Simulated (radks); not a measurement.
Problem. Species: Cu3+. Configuration: [Ar] 3d7 4p1 (not the ground configuration). Method: Dirac Kohn-Sham, PBE, spin-unpolarised, spherical densities, point nucleus; open shells are shared between the two j in proportion to 2j + 1; computed with a radial shooting solver on a logarithmic mesh with Libxc functionals. Some entries of the table are withheld. Estimate them.

orbital      occ.  eigenvalue (eV)  <r> (bohr)
1s1/2           2        -8906.723     0.05213
2s1/2           2        -1121.644      0.2350
2p1/2           2        -989.7480      0.2042
2p3/2           4        -969.2696      0.2075
3s1/2           2        -171.0558      0.6994
3p1/2           2              (1)         (2)
3p3/2           4              (3)         (4)
3d3/2         2.8         -58.6128      0.8111
3d5/2         4.2         -58.2574      0.8149
4p1/2    0.333333         -29.2298       2.272
4p3/2    0.666667         -28.9426       2.293

Solution. 
(1) 3p1/2 eigenvalue (eV): -129.7673
(2) 3p1/2 <r> (bohr): 0.7206
(3) 3p3/2 eigenvalue (eV): -127.0455
(4) 3p3/2 <r> (bohr): 0.7300
